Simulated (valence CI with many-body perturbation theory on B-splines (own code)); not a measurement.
**E1 line list for Ga XVII**

Level of theory: configuration interaction combined with many-body perturbation theory (CI+MBPT): five valence electrons over a frozen Dirac-Fock core [Ne], radial functions for each j: 11 s, 11 p, 10 d, 8 f, 5 g, 2 h, with the one-electron correlation potential Σ1, the two-electron term Σ2, the three-electron term Σ3, Breit, model QED; selected CI, second order for the rest, scaled by the run's own slope (own B-spline code, finite nucleus).

No measured spectrum was set against this ion. As an estimate, levels of excited configurations hold to 0.05 to 0.15 % of their energy, terms of the ground configuration to about 0.5 %. Among the levels kept, up to 3300 cm⁻¹ of a level comes from second order outside the variational space, and about a tenth of that is noise between levels of different J, which matters for small intervals.

Lines 101 to 150 of 577 in falling wavelength, among levels below 182.74 eV, chosen from the strongest by gf and those to the six lowest levels. Wavelengths and rates use the calculated energies, so an error of 300 cm⁻¹ moves a line at 204.0 Å by 0.061 % and its rate by three times that or more. Electric multipoles are in the length gauge, E1 and E2 with the static RPA response of the core. Weak lines are less certain than strong ones. Lines between different terms over intervals too small for the method are left out, as are lines whose strength nearly cancels. Where a level lies close to another of its J and parity, the split of strength between their lines is uncertain. The highest levels of a list are the least certain.

Names give the largest LS component (configuration and term), which can be under half, so a name can repeat, a term be missing and a line seem to break the LS rules; names also repeat where a configuration has a term twice. Letters in brackets count levels of one name in rising energy.

| λ vac (Å) | Upper | Lower | A (s⁻¹) | S (a.u.) |
| --- | --- | --- | --- | --- |
| 204.0 | 3s.3p3.3d 6D°_5/2 | 3s.3p4 4P_5/2 | 1.16e+08 | 2.92e-03 |
| 203.6 | 3s.3p3.3d 2P°_3/2 [c] | 3s2.3p2.3d 2D_5/2 [a] | 1.20e+10 | 2.00e-01 |
| 202.9 | 3s.3p3.3d 4F°_7/2 [b] | 3s2.3p2.3d 4F_5/2 | 1.72e+09 | 5.68e-02 |
| 202.7 | 3s.3p4 2S_1/2 [a] | 3s2.3p3 2D°_3/2 | 1.16e+10 | 9.57e-02 |
| 201.2 | 3s.3p3.3d 4D°_7/2 [c] | 3s2.3p2.3d 4F_9/2 | 4.51e+09 | 1.45e-01 |
| 200.9 | 3s.3p3.3d 2D°_5/2 [b] | 3s2.3p2.3d 2F_7/2 [a] | 5.78e+09 | 1.39e-01 |
| 200.7 | 3s2.3p.3d2 4D°_5/2 [a] | 3s2.3p2.3d 2F_5/2 [b] | 2.71e+09 | 6.49e-02 |
| 200.5 | 3s.3p3.3d 2F°_5/2 [a] | 3s2.3p2.3d 2F_5/2 [a] | 2.64e+09 | 6.30e-02 |
| 200.0 | 3s.3p3.3d 2G°_9/2 [b] | 3s2.3p2.3d 4D_7/2 | 6.83e+09 | 2.70e-01 |
| 199.8 | 3s.3p3.3d 2P°_3/2 [d] | 3s2.3p2.3d 2P_3/2 [c] | 8.09e+09 | 1.27e-01 |
| 199.7 | 3s2.3p.3d2 2P°_1/2 [a] | 3s2.3p2.3d 2D_3/2 [b] | 1.08e+10 | 8.52e-02 |
| 199.4 | 3p5 2P°_3/2 | 3s.3p4 4P_5/2 | 4.79e+08 | 7.49e-03 |
| 199.2 | 3s.3p3.3d 2P°_1/2 [c] | 3s2.3p2.3d 2S_1/2 | 1.04e+10 | 8.14e-02 |
| 198.1 | 3s2.3p2.3d 4F_3/2 | 3s2.3p3 2D°_5/2 | 1.75e+08 | 2.68e-03 |
| 198.0 | 3s.3p3.3d 2F°_7/2 [c] | 3s2.3p2.3d 2D_5/2 [a] | 1.17e+10 | 3.59e-01 |
| 197.2 | 3s.3p3.3d 2G°_7/2 [b] | 3s2.3p2.3d 4D_5/2 | 3.62e+09 | 1.10e-01 |
| 196.8 | 3p4.3d 4F_9/2 | 3s.3p3.3d 4D°_7/2 [a] | 4.67e+09 | 1.76e-01 |
| 196.4 | 3s2.3p2.3d 4D_3/2 | 3s2.3p3 2P°_1/2 | 8.41e+07 | 1.26e-03 |
| 196.1 | 3s2.3p.3d2 2F°_5/2 [a] | 3s2.3p2.3d 2F_5/2 [b] | 4.84e+09 | 1.08e-01 |
| 195.9 | 3s.3p3.3d 2D°_5/2 [b] | 3s2.3p2.3d 4F_7/2 | 4.43e+09 | 9.87e-02 |
| 195.4 | 3s.3p3.3d 2F°_5/2 [c] | 3s2.3p2.3d 2D_3/2 [a] | 6.54e+09 | 1.44e-01 |
| 195.3 | 3s2.3p.3d2 4D°_5/2 [a] | 3s2.3p2.3d 2D_5/2 [b] | 3.37e+09 | 7.43e-02 |
| 194.2 | 3s2.3p2.3d 4F_5/2 | 3s2.3p3 2D°_5/2 | 1.91e+08 | 4.14e-03 |
| 193.1 | 3s.3p3.3d 2D°_5/2 [f] | 3s2.3p2.3d 2D_5/2 [c] | 8.27e+09 | 1.76e-01 |
| 193.1 | 3s.3p3.3d 2P°_3/2 [d] | 3s2.3p2.3d 2F_5/2 [b] | 9.19e+09 | 1.31e-01 |
| 192.5 | 3s2.3p2.3d 4F_3/2 | 3s2.3p3 2D°_3/2 | 9.32e+08 | 1.31e-02 |
| 192.5 | 3s.3p3.3d 4D°_3/2 [c] | 3s2.3p2.3d 2F_5/2 [a] | 5.41e+09 | 7.62e-02 |
| 192.3 | 3s2.3p.3d2 2F°_7/2 [a] | 3s2.3p2.3d 2F_7/2 [b] | 5.13e+09 | 1.44e-01 |
| 192.2 | 3s.3p3.3d 2D°_5/2 [e] | 3s2.3p2.3d 2P_3/2 [c] | 3.37e+09 | 7.08e-02 |
| 191.9 | 3s.3p3.3d 2G°_7/2 [b] | 3s2.3p2.3d 2F_7/2 [a] | 6.90e+09 | 1.93e-01 |
| 191.3 | 3s.3p3.3d 2D°_5/2 [e] | 3s2.3p2.3d 2F_7/2 [b] | 9.22e+09 | 1.91e-01 |
| 191.2 | 3s.3p3.3d 2P°_3/2 [d] | 3s2.3p2.3d 2P_1/2 [b] | 9.32e+09 | 1.29e-01 |
| 191.1 | 3s.3p3.3d 2D°_3/2 [e] | 3s2.3p2.3d 2D_5/2 [c] | 1.88e+10 | 2.59e-01 |
| 191.1 | 3s.3p3.3d 2D°_3/2 [e] | 3s2.3p2.3d 2D_3/2 [c] | 1.33e+10 | 1.84e-01 |
| 191.0 | 3s.3p3.3d 4P°_5/2 [a] | 3s2.3p2.3d 2P_3/2 [a] | 2.58e+09 | 5.33e-02 |
| 191.0 | 3s.3p3.3d 4D°_5/2 [c] | 3s2.3p2.3d 4F_7/2 | 2.56e+09 | 5.27e-02 |
| 190.8 | 3p4.3d 4F_7/2 | 3s.3p3.3d 4D°_5/2 [a] | 4.05e+09 | 1.11e-01 |
| 190.7 | 3s.3p3.3d 4D°_5/2 [d] | 3s2.3p2.3d 4D_7/2 | 2.90e+09 | 5.95e-02 |
| 189.4 | 3s.3p3.3d 4D°_7/2 [d] | 3s2.3p2.3d 4D_7/2 | 1.21e+10 | 3.25e-01 |
| 188.8 | 3s2.3p2.3d 4F_5/2 | 3s2.3p3 2D°_3/2 | 7.65e+07 | 1.52e-03 |
| 188.8 | 3s2.3p.3d2 4P°_5/2 | 3s2.3p2.3d 2F_7/2 [b] | 6.74e+09 | 1.34e-01 |
| 188.8 | 3s2.3p.3d2 2F°_5/2 [a] | 3s2.3p2.3d 2D_3/2 [b] | 2.65e+09 | 5.28e-02 |
| 188.4 | 3s2.3p2.3d 4F_7/2 | 3s2.3p3 2D°_5/2 | 9.01e+07 | 2.38e-03 |
| 188.2 | 3s.3p4 2S_1/2 [b] | 3s2.3p3 2D°_3/2 | 1.52e+08 | 9.99e-04 |
| 187.8 | 3s.3p3.3d 2G°_7/2 [b] | 3s2.3p2.3d 2F_5/2 [a] | 5.69e+09 | 1.49e-01 |
| 186.3 | 3s.3p3.3d 4D°_3/2 [c] | 3s2.3p2.3d 4F_5/2 | 4.56e+09 | 5.82e-02 |
| 185.7 | 3s.3p3.3d 2G°_9/2 [b] | 3s2.3p2.3d 2F_7/2 [a] | 6.25e+09 | 1.97e-01 |
| 185.3 | 3s.3p3.3d 2F°_7/2 [b] | 3s2.3p2.3d 4F_9/2 | 4.95e+09 | 1.24e-01 |
| 185.3 | 3s2.3p.3d2 2P°_1/2 [a] | 3s2.3p2.3d 2P_1/2 [a] | 8.98e+09 | 5.64e-02 |
| 185.0 | 3s.3p3.3d 4D°_1/2 [c] | 3s2.3p2.3d 4F_3/2 | 8.85e+09 | 5.53e-02 |
